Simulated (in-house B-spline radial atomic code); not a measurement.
**RPA and G0W0 on BLYP: the sulfur ion S⁺**

Configuration [Ne] 3s2 3p3, highest spin, mean-field start BLYP. Computed with a B-spline radial code for spherical atoms: all electrons, non-relativistic, point nucleus, each spin shell either full or empty, empty states to l = 9 with an (l + 1/2)⁻⁴ tail; G0W0 by contour deformation at full frequency.

Command:
```bash
python run_gw.py task.json out
```
Settings (radii: box in bohr, nucleus in fm):
```
Z                        16
electrons                15
configuration            [Ne] 3s2 3p3
hamiltonian              nr
method                   b88,lyp
lmax                     9
spin_polarised           True
box_radius               23.78
intervals                50
```

Time taken, with all properties: 1.9 s on 1 thread of Arm Neoverse N1 (shared host).

Energies (hartree):

| term | value |
| --- | --- |
| mean-field total | -397.74894 |
| Hartree-Fock functional on these orbitals | -397.16167 |
| direct second order | -1.0272 |
| second-order exchange | 0.3766 |
| SOSEX correction | 0.33499 |

Question: What is the RPA correlation energy, and what remains with SOSEX?

Answer: RPA gives -0.88049 hartree (-1.6 eV per electron); RPA + SOSEX gives -0.54549, and the second-order doubles -0.6506 hartree (no singles). SOSEX takes back 38 % of the RPA value.

Quasi-particle levels (eV):

| level | occupied | mean field | Σx - vxc | Σc | QP weight | G0W0 |
| --- | --- | --- | --- | --- | --- | --- |
| 3p up | yes | -17.587 | -5.74 | ? | ? | ? |
| 3s down | yes | -25.398 | -3.58 | -1.58 | 0.877 | -30.56 |
| 3p down | no | -14.877 | 7.10 | -3.10 | 0.891 | -10.879 |

G0W0 = mean field + (Σx - vxc) + Σc, with Σc (partial-wave tail included) taken at the quasi-particle energy. Only the outer levels were computed. Levels of low weight are left out.

Question: Where does G0W0 put 3p up?

Answer: At -23.083 eV, with Σc = 0.24 eV and a quasi-particle weight of 0.879. The tabulated removal energy is 23.338 eV (NIST, measured); the calculation leaves out relativity, Breit and QED terms, and what these don't explain is the method's own error.
